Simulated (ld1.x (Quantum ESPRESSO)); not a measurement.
# u(r) = r·R(r): atom against pseudo-atom (Cr (Z = 24))

Columns: radius, all-electron u(r) and pseudo u(r) of the 3d shell (level -22.94 eV) of chromium in the configuration [Ne] 3s2 3p6 3d4 4s0 4p0; PW91, scalar-relativistic, TM scheme, ld1.x (Quantum ESPRESSO) 7.5.

```json
{"r (bohr)": "0.105", "all-electron": "0.0562", "pseudo": "0.0175"}
{"r (bohr)": "0.210", "all-electron": "0.2337", "pseudo": "0.1230"}
{"r (bohr)": "0.315", "all-electron": "0.4422", "pseudo": "0.3329"}
{"r (bohr)": "0.420", "all-electron": "0.6208", "pseudo": "0.5794"}
{"r (bohr)": "0.525", "all-electron": "0.7503", "pseudo": "0.7730"}
{"r (bohr)": "0.630", "all-electron": "0.8313", "pseudo": "0.8734"}
{"r (bohr)": "0.735", "all-electron": "0.8707", "pseudo": "0.8992"}
{"r (bohr)": "0.840", "all-electron": "0.8786", "pseudo": "0.8886"}
{"r (bohr)": "0.945", "all-electron": "0.8644", "pseudo": "0.8657"}
{"r (bohr)": "1.050", "all-electron": "0.8358", "pseudo": "0.8358"}
{"r (bohr)": "1.155", "all-electron": "0.7983", "pseudo": "0.7983"}
{"r (bohr)": "1.260", "all-electron": "0.7558", "pseudo": "0.7558"}
{"r (bohr)": "1.365", "all-electron": "0.7108", "pseudo": "0.7108"}
{"r (bohr)": "1.470", "all-electron": "0.6650", "pseudo": "0.6650"}
{"r (bohr)": "1.575", "all-electron": "0.6195", "pseudo": "0.6195"}
{"r (bohr)": "1.680", "all-electron": "0.5752", "pseudo": "0.5752"}
{"r (bohr)": "1.785", "all-electron": "0.5326", "pseudo": "0.5326"}
{"r (bohr)": "1.890", "all-electron": "0.4919", "pseudo": "0.4919"}
{"r (bohr)": "1.995", "all-electron": "0.4534", "pseudo": "0.4534"}
{"r (bohr)": "2.100", "all-electron": "0.4171", "pseudo": "0.4171"}
{"r (bohr)": "2.205", "all-electron": "0.3830", "pseudo": "0.3830"}
{"r (bohr)": "2.310", "all-electron": "0.3512", "pseudo": "0.3512"}
{"r (bohr)": "2.415", "all-electron": "0.3217", "pseudo": "0.3217"}
{"r (bohr)": "2.520", "all-electron": "0.2943", "pseudo": "0.2943"}
{"r (bohr)": "2.625", "all-electron": "0.2689", "pseudo": "0.2689"}
{"r (bohr)": "2.730", "all-electron": "0.2455", "pseudo": "0.2455"}
```

Question: How many radial nodes do the two functions have?

Answer: The all-electron 3d function has n − l − 1 = 0; the pseudo-wave has 0.

Question: At about which radius was the pseudo-wave matched?

Answer: 1.10 bohr, where the columns begin to agree (steps of 0.10 bohr).

Question: Is the pseudo-wave norm-conserving?

Answer: Yes: the TM scheme keeps the norm inside the radius equal to the all-electron one, which fixes the energy derivative of the logarithmic derivative at the level.
